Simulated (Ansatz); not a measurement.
`C=NC#CC` and `CC#C[SiH2]C` differ in one atom or group.

Ansatz, PBE0-D4/def2-TZVP geometries, multiplicity 1. 

```csv
property,`C=NC#CC`
LUMO energy (B3LYP/def2-TZVPP) / eV,-1.60
size of the dipole moment (ωB97M-V/def2-TZVPP) / D,1.64
size of the dipole moment (PBE/def2-TZVPP) / D,1.54
HOMO–LUMO gap (PBE/def2-TZVPP) / eV,3.11
HOMO energy (PBE0/def2-TZVPP) / eV,-6.68
HOMO–LUMO gap (ωB97M-V/def2-TZVPP) / eV,9.66
```

(1) What does the change do to each property? (An estimate is asked.)

Answers

(1) Ansatz gave: 
```json
{"property": "LUMO energy (B3LYP/def2-TZVPP) / eV", "`CC#C[SiH2]C`": "0.05", "shift": "1.65"}
{"property": "size of the dipole moment (ωB97M-V/def2-TZVPP) / D", "`CC#C[SiH2]C`": "1.45", "shift": "-0.19"}
{"property": "size of the dipole moment (PBE/def2-TZVPP) / D", "`CC#C[SiH2]C`": "1.48", "shift": "-0.06"}
{"property": "HOMO–LUMO gap (PBE/def2-TZVPP) / eV", "`CC#C[SiH2]C`": "5.74", "shift": "2.63"}
{"property": "HOMO energy (PBE0/def2-TZVPP) / eV", "`CC#C[SiH2]C`": "-7.57", "shift": "-0.89"}
{"property": "HOMO–LUMO gap (ωB97M-V/def2-TZVPP) / eV", "`CC#C[SiH2]C`": "11.83", "shift": "2.17"}
```

With PBE0 the HOMO falls by 0.89 eV and the LUMO rises by 1.63 eV, so the gap widens by about 2.52 eV. PBE moves the HOMO by -0.93 eV and ωB97M-V by -0.89 eV. Dipoles are sizes alone; their direction can turn.

B3LYP here is the variant with VWN-RPA as its local correlation; programs differ in this.
